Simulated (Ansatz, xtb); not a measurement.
# Isomers of C4H5BSSe in order of energy

6 gas-phase structures of C4H5BSSe, from a drawn sample of its isomers (lower ones may exist). Each was relaxed with GFN2-xTB:

A. `Bc1c[se]cc1S`, a singlet
B. `Bc1cc(S)c[se]1`, a singlet
C. `Bc1c[se]c(S)c1`, a singlet
D. `Bc1cc[se]c1S`, a singlet
E. `Bc1ccc(S)[se]1`, a singlet
F. `Bc1[se]ccc1S`, a singlet

**Question.** Which do you expect lowest at r2SCAN-D4/def2-SVP, and how would the others follow?

**Answer.** Calculated order at r2SCAN-D4/def2-SVP: F (0.0), E (1.9), B (3.6), D (6.2), A (7.2), C (8.9) kcal/mol. Less than 1 kcal/mol parts D and A, so the order within that pair means little.

Energies above the lowest of each column, in kcal/mol; the last columns are at B3LYP-D3(BJ)/def2-SVP geometries:

```json
{"structure": "F", "GFN2-xTB": "0.0", "HF/STO-3G": "0.7", "r2SCAN-D4/def2-SVP": "0.0", "B3LYP-D3(BJ)/def2-SVP": "0.0", "CCSD(T)/def2-SVP + ΔMP2/def2-TZVPP": "0.0"}
{"structure": "E", "GFN2-xTB": "4.0", "HF/STO-3G": "0.0", "r2SCAN-D4/def2-SVP": "1.9", "B3LYP-D3(BJ)/def2-SVP": "1.6", "CCSD(T)/def2-SVP + ΔMP2/def2-TZVPP": "1.7"}
{"structure": "B", "GFN2-xTB": "2.2", "HF/STO-3G": "2.6", "r2SCAN-D4/def2-SVP": "3.6", "B3LYP-D3(BJ)/def2-SVP": "3.0", "CCSD(T)/def2-SVP + ΔMP2/def2-TZVPP": "1.8"}
{"structure": "D", "GFN2-xTB": "4.3", "HF/STO-3G": "3.0", "r2SCAN-D4/def2-SVP": "6.2", "B3LYP-D3(BJ)/def2-SVP": "5.5", "CCSD(T)/def2-SVP + ΔMP2/def2-TZVPP": "5.2"}
{"structure": "A", "GFN2-xTB": "2.9", "HF/STO-3G": "5.3", "r2SCAN-D4/def2-SVP": "7.2", "B3LYP-D3(BJ)/def2-SVP": "6.5", "CCSD(T)/def2-SVP + ΔMP2/def2-TZVPP": "5.2"}
{"structure": "C", "GFN2-xTB": "6.1", "HF/STO-3G": "3.4", "r2SCAN-D4/def2-SVP": "8.9", "B3LYP-D3(BJ)/def2-SVP": "7.8", "CCSD(T)/def2-SVP + ΔMP2/def2-TZVPP": "6.7"}
```

CCSD(T)/def2-SVP + ΔMP2/def2-TZVPP puts F lowest; HF/STO-3G picks E. CCSD(T)/def2-SVP + ΔMP2/def2-TZVPP orders those it was run on as F (0.0), E (1.7), B (1.8), A (5.2), D (5.2), C (6.7) kcal/mol. Less than 1 kcal/mol parts E and B; A and D, so the order within those pairs means little. Flexible structures stand in one conformer each, not always the lowest. ΔMP2 is the change of the MP2 energy from the smaller to the larger basis.

Over these structures GFN2-xTB departs from r2SCAN-D4/def2-SVP by 1.6 kcal/mol on average once a common shift is removed. A GFN2-xTB relaxation took about 0.53 s and the r2SCAN-D4/def2-SVP energy about 6.6 s on a shared host (Ansatz 0.2.0, xtb 6.7.1).
